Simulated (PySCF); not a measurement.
# Static response to an electric field

C₅H₁₀O₂S.
Numbering: `[CH3:1][S:2](=[O:3])(=[O:4])[CH:5]1[CH2:6][CH2:7][CH2:8]1` (hydrogens: H9, H10, H11 on C1; H12 on C5; H13, H14 on C6; H15, H16 on C7; H17, H18 on C8)

Structure used (PBE0-D3(BJ)/def2-SVP), in Å, numbered top down from 1:
```
atom  x, y, z in Å
C1     2.9065    0.7201   -0.3709
S2     1.6610   -0.5468   -0.1977
O3     2.1536   -1.5269    0.7671
O4     1.2728   -0.9705   -1.5440
C5     0.2616    0.2884    0.5534
C6    -0.9172   -0.7008    0.6561
C7    -1.5594   -0.0227   -0.5701
C8    -0.5561    1.1409   -0.4345
H9     3.1872    1.0931    0.6218
H10    3.7592    0.2130   -0.8422
H11    2.5356    1.5219   -1.0214
H12    0.6381    0.7442    1.4813
H13   -1.4782   -0.5468    1.5888
H14   -0.6611   -1.7675    0.5787
H15   -2.6263    0.2308   -0.4969
H16   -1.3841   -0.5986   -1.4882
H17   -0.0432    1.4595   -1.3541
H18   -0.9782    2.0274    0.0611
```

Level: CAM-B3LYP/def2-SVPD (PySCF), static field, nuclei fixed, core orbitals frozen in the response. The polarisability tensor in these axes (au):

```
x   93.50  0.53 -0.04
y    0.53 79.13 -2.50
z   -0.04 -2.50 76.20
```

Task: Give the principal values, the mean and the anisotropy Δα = √{½[(α1 − α2)² + (α2 − α3)² + (α1 − α3)²]}.

Result: Principal values 74.76, 80.55 and 93.52 au; mean 82.95 au = 12.29 Å³ = 13.68 × 10⁻⁴⁰ C²·m²/J; Δα = 16.64 au (20 % of the mean).

Task: What is the dipole moment, and where does it point?

Result: (-0.95, 4.55, 1.05) D, 4.76 D in size, pointing from the negative to the positive side. Measured along this direction, the outermost atoms are O3 at the negative end and H18 at the positive end.

Task: How large is μ²/3kT at 350 K beside α?

Result: In Gaussian units μ²/3kT = 156.61 Å³ against 12.29 Å³, a ratio of 12.74; the Debye molar polarisation (4π/3)N_A(α + μ²/3kT) is 426.1 cm³/mol, leaving out the vibrational part.

Task: Along which axes do the principal values lie, and how far do the nuclei extend along each?

Result: Largest value along (1.00, 0.04, -0.01), where the nuclei span 6.38 Å; middle along (-0.04, 0.87, -0.50), 3.74 Å; least along (-0.01, 0.50, 0.87), 3.48 Å. The response follows the extents in order.

Task: What would n − 1 = 2πNα be for an ideal gas of these molecules at 298.15 K and 1 atm, electronic part alone?

Result: N = p/kT = 2.4615 × 10¹⁹ cm⁻³, so n − 1 = 2π × N × 12.29 × 10⁻²⁴ cm³ = 1901 × 10⁻⁶ at long wavelengths.

Task: Find the Langevin capture rate constant for NH4+ (18.034 u) meeting this molecule (134.040 u), k = 2.342 × 10⁻⁹ cm³/s × √(α in Å³ / reduced mass in u).

Result: The reduced mass is 15.90 u, so k = 2.06 × 10⁻⁹ cm³/s. The formula leaves out the permanent dipole, which adds to the capture rate.

Geometry: PBE0-D3(BJ)/def2-SVP, one conformer, isolated molecule.

The run behind these numbers computed excited states and ΔSCF ions as well. On one thread, Arm Neoverse V1, no GPU, on a shared host, this took 8.5 min wall.
